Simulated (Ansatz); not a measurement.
Consider the cleavage of the Si–Si bond: `[SiH3][SiH3]` + `N=C(N)[SeH]` → `N=C(N)[Se][SiH3]` + SiH₄.

Computed with Ansatz on PBE0-D4/def2-TZVP structures; ΔE is electronic, products minus reactants. CCSD(T)/CBS is the MP2 limit (def2-TZVPP, def2-QZVPP) plus CCSD(T) − MP2 in def2-TZVPP, frozen cores. This one scheme is used for every species. For Se outer-core shells are correlated without core-valence functions, which leaves a few kJ/mol of doubt a bond. Scalar relativity is left out up to krypton. Each species was taken in one conformer, which may not be the lowest.

`[SiH3][SiH3]`:

```xyz
8

Si   -0.392    0.953    0.552
Si    0.391   -0.953   -0.552
H     0.746    1.717    1.132
H    -1.122    1.835   -0.397
H    -1.316    0.568    1.653
H     1.126   -1.834    0.396
H     1.313   -0.568   -1.655
H    -0.746   -1.719   -1.129
```

`N=C(N)[SeH]`:

```xyz
8

N     1.023   -0.785    0.534
C     0.158    0.020    0.095
N    -0.480    0.918    0.900
Se   -0.381    0.280   -1.762
H     1.507   -1.293   -0.196
H    -0.283    0.808    1.883
H    -1.425    1.169    0.665
H    -0.118   -1.118   -2.119
```

`N=C(N)[Se][SiH3]`:

Cartesian coordinates in Å:
```
N -0.699 -1.459 -0.504
C -0.134 -0.985 0.519
N -0.478 -1.356 1.780
Se 1.380 0.268 0.557
Si 0.557 1.618 -1.079
H -0.257 -1.186 -1.373
H -0.301 -0.717 2.534
H -1.296 -1.941 1.852
H 0.416 0.878 -2.360
H 1.569 2.691 -1.235
H -0.756 2.189 -0.692
```

SiH₄:

```xyz
5

Si    0.000    0.000    0.000
H     0.216   -1.466   -0.085
H    -0.551    0.494   -1.287
H     1.293    0.676    0.277
H    -0.958    0.297    1.095
```

```csv
species,CCSD(T)/CBS(def2) energy (Eh)
`[SiH3][SiH3]`,-581.74359
`N=C(N)[SeH]`,-2550.55199
`N=C(N)[Se][SiH3]`,-2840.85624
SiH₄,-291.46306
```

**Question.** Work out ΔE.

**Answer.** ΔE = (-2840.85624) + (-291.46306) − (-581.74359) − (-2550.55199) = -0.02372 Eh = -62.3 kJ/mol.

Largest T1 diagnostic among the species: 0.013.

From PBE to PBE0 (25 % exact exchange), in def2-TZVPP and without D4, ΔE moves by −3.8 kJ/mol. The D4 term adds −5.9 kJ/mol with B3LYP and −3.3 kJ/mol with PBE0; it sums over pairs of atoms, weighted by their polarisabilities, and B3LYP, whose exchange is more repulsive, gets the larger term.

B3LYP here is the variant with VWN-RPA as its local correlation; programs differ in this.
